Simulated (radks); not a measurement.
Task: All-electron atom: Eu+ in [Xe] 4f7 5f1 (not the ground configuration). Method: Dirac Kohn-Sham, PBE, spin-unpolarised, spherical densities, finite nucleus; open shells fill j = l - 1/2 first; Fermi nuclear charge, rms radius 5.1115 fm; computed with a radial shooting solver on a logarithmic mesh with Libxc functionals. Some entries of the table are withheld. Estimate them.

orbital  occ.  eigenvalue (eV)  <1/r> (bohr^-1)
1s1/2       2        -48322.94            70.22
2s1/2       2        -7939.475              (1)
2p1/2       2        -7533.169            16.70
2p3/2       4        -6885.140            14.82
3s1/2       2        -1754.404            6.087
3p1/2       2        -1578.819            6.002
3p3/2       4        -1446.719            5.528
3d3/2       4        -1142.737              (2)
3d5/2       6        -1113.993              (3)
4s1/2       2        -356.0181            2.538
4p1/2       2        -288.1862            2.431
4p3/2       4        -259.0668            2.271
4d3/2       4        -147.3976            2.050
4d5/2       6        -142.1764            2.010
5s1/2       2         -54.5791           0.9631
5p1/2       2         -36.3998           0.8459
5p3/2       4         -32.5763           0.7899
4f5/2       6              (4)            1.422
4f7/2       1              (5)            1.402
6s1/2       0         -10.7771           0.3477
5d3/2       0              (6)              (7)
5d5/2       0              (8)              (9)
5f5/2       1          -2.4865           0.1327
5f7/2       0          -2.4841           0.1328

Result: 
(1) 2s1/2 <1/r> (bohr^-1): 16.72
(2) 3d3/2 <1/r> (bohr^-1): 5.404
(3) 3d5/2 <1/r> (bohr^-1): 5.285
(4) 4f5/2 eigenvalue (eV): -12.8108
(5) 4f7/2 eigenvalue (eV): -12.1943
(6) 5d3/2 eigenvalue (eV): -10.3647
(7) 5d3/2 <1/r> (bohr^-1): 0.5054
(8) 5d5/2 eigenvalue (eV): -10.0826
(9) 5d5/2 <1/r> (bohr^-1): 0.4939
